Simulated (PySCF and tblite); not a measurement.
Results of a calculation; reference values are marked as such.
C5H7F3S, numbered as in [F:1][C:2]([F:3])([F:4])[C@@H:5]1[CH2:6][CH2:7][S:8][CH2:9]1.

Level: CAM-B3LYP-D3(BJ)/pcSseg-1//GFN2-xTB, thermal terms from GFN2-xTB, symmetry numbers and mirror pairs counted. Conformers within 2.5 kcal/mol (GFN2-xTB free energy) were kept, 6 at most. GIAO shieldings: CAM-B3LYP/pcSseg-1. Shifts are against TMS (¹H), TMS (¹³C), CFCl3 (¹⁹F) at the same level; of two unlike H on one atom, a is the less shielded. Run with PySCF (density fitting) and tblite.

**Question.** Predict the averaged NMR shifts at 298.15 K.

**Answer.** ¹H: 3.00 (H9a, 1H), 2.91 (H9b, 1H), 2.90 (H7a, 1H), 2.88 (H7b, 1H), 2.54 (H5, 1H), 2.10 (H6a, 1H), 1.93 (H6b, 1H) ppm. ¹³C: 138.5 (C2), 53.0 (C5), 35.2 (C7), 34.6 (C6), 34.4 (C9) ppm. ¹⁹F: -78.1 (F1/F3/F4) ppm.

**Question.** How do the conformers differ?

**Answer.** The 5-ring runs over atoms 5–6–7–8–9.
```tsv
conformer	shape	weight %
1	5-ring twist (ring torsions 39, -14, -14, 39, -51°)	77.9
2	5-ring envelope (ring torsions -42, 26, -4, -20, 40°)	22.1
```

| signal | 1 | 2 | average |
| --- | --- | --- | --- |
| H5 | 2.46 | 2.84 | 2.54 |
| H6a | 2.17 | 1.85 | 2.10 |
| H6b | 1.81 | 2.38 | 1.93 |
| H7a | 2.83 | 3.17 | 2.90 |
| H7b | 2.95 | 2.63 | 2.88 |
| H9a | 2.95 | 3.16 | 3.00 |
| H9b | 2.88 | 3.03 | 2.91 |
| C2 | 138.2 | 139.3 | 138.5 |
| C5 | 53.5 | 51.3 | 53.0 |
| C6 | 34.3 | 35.6 | 34.6 |
| C7 | 35.0 | 36.0 | 35.2 |
| C9 | 34.5 | 33.9 | 34.4 |
| F1/F3/F4 | -78.2 | -77.6 | -78.1 |

**Question.** Which signal moves most, for its nucleus, between 250 and 350 K through the change of populations alone?

**Answer.** H6b: 1.91 ppm at 250 K, 1.93 ppm at 298.15 K, 1.95 ppm at 350 K.

Unscaled ¹⁹F shifts at such levels can be off by tens of ppm; differences between conformers or isomers are more reliable. Shifts are unscaled: against experiment ¹³C can be off by 15 ppm or more and ¹H by 0.8 ppm.


Conformer gaps in pcSseg-1 on xTB geometries can be 2 kcal/mol off for S=O, P=O and other polar bonds.